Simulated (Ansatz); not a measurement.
Reaction: BHSCl (SMILES [S]BCl, doublet) → BHSCl (SMILES S[B]Cl, doublet)
Each species at its own B3LYP-D3(BJ)/def2-TZVP minimum (Ansatz, a quantum-chemistry and plane-wave program), one conformer.

Wanted: isomerisation energy (electronic), in kJ/mol. Open shells are spin-unrestricted; no spin-orbit coupling. CBS(X,Y): correlation extrapolated as X^-3, Hartree-Fock from the larger set. A bracket is a step between two methods taken in the basis named. Functionals run without relativity, which enters their misses. Double hybrids freeze cores in their MP2 part. 'core' is core correlation in cc-pwCVTZ (1s frozen past Ne), 'X2C' scalar relativity in cc-pVTZ-DK, both at CCSD(T).

CCSD(T)/CBS(cc-pV(T+d)Z,cc-pV(Q+d)Z) + [CCSDT(Q) - CCSD(T)]/cc-pV(D+d)Z + core + X2C (Ansatz) gives 67.5 kJ/mol.

What does PBE/def2-TZVPD (Ansatz) give here, and how do the other levels compare?

PBE gives 60.0 kJ/mol, 7.5 kJ/mol below it. Differences of the others: r2SCAN/def2-TZVPD (Ansatz) -9.0; B3LYP/def2-TZVPD (Ansatz) 6.2; PBE0/def2-TZVPD (Ansatz) -4.1; B2PLYP/def2-TZVPD (Ansatz) 5.1; CCSD(T)/CBS(cc-pV(T+d)Z,cc-pV(Q+d)Z) + core + X2C (Ansatz) 0.2 kJ/mol. Nearer than PBE: B3LYP/def2-TZVPD, PBE0/def2-TZVPD, B2PLYP/def2-TZVPD, CCSD(T)/CBS(cc-pV(T+d)Z,cc-pV(Q+d)Z) + core + X2C.
